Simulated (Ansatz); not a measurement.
`[OH][Cd][Cl]` + H–F → `[OH][Cd][F]` + HCl at 500 K and 1 bar (ligand exchange at a Cd–Cl bond).

Calculated with Ansatz (gas phase, PBE0-D4/def2-TZVP geometries, no zero-point term in ΔE). CCSD(T)/CBS adds triple-zeta CCSD(T) − MP2 to the extrapolated MP2 energy (def2 sets, frozen cores). This one scheme is used for every species. def2 core potentials past Kr. For Cd outer-core shells are correlated without core-valence functions, which leaves a few kJ/mol of doubt a bond. Each species was taken in one conformer, which may not be the lowest.

| species | CCSD(T)/CBS energy (Eh) | H − E (kJ/mol) | S (J/(mol·K)) |
| --- | --- | --- | --- |
| `[OH][Cd][Cl]` | -703.31715 | 63.9 | 333.1 |
| H–F | -100.39570 | 39.4 | 188.7 |
| `[OH][Cd][F]` | -343.29729 | 64.5 | 320.6 |
| HCl | -460.38127 | 32.5 | 201.9 |

H − E and S are ideal-gas, rigid-rotor, harmonic terms from PBE0-D4/def2-TZVP, for one conformer and one mirror image of each species. 1 Eh = 2625.50 kJ/mol, R = 8.31446 J/(mol·K).

Task: By hand: ΔE, ΔH, ΔS and ΔG.

Result: ΔE = (-343.29729) + (-460.38127) − (-703.31715) − (-100.39570) = 0.03429 Eh = 90.0 kJ/mol. Δ(H − E) = 64.5 + 32.5 − 63.9 − 39.4 = -6.3, so ΔH = 83.7 kJ/mol. ΔS = 320.6 + 201.9 − 333.1 − 188.7 = 0.7 J/(mol·K). ΔG = 83.7 − 500 × (0.7)/1000 = 83.4 kJ/mol.

Task: By hand: the equilibrium constant, and the temperature at which ΔG would vanish if ΔH and ΔS stayed fixed.

Result: log₁₀ K = −ΔG/(RT ln 10) = -8.7. ΔG = 0 at ΔH/ΔS = 119571 K, far beyond where these terms or the molecules hold.

The number of gas molecules stays the same, so ΔS is small and ΔH decides. A doubt of 5 kJ/mol in ΔE shifts log₁₀ K by 0.5 here. Other conformers and mirror images would add mixing entropy, several J/(mol·K) or more a flexible species. These are equilibria of isolated gas molecules and say nothing of rates. Largest T1 diagnostic: 0.017 (customary marks: 0.02 for closed shells, 0.045 for open ones).
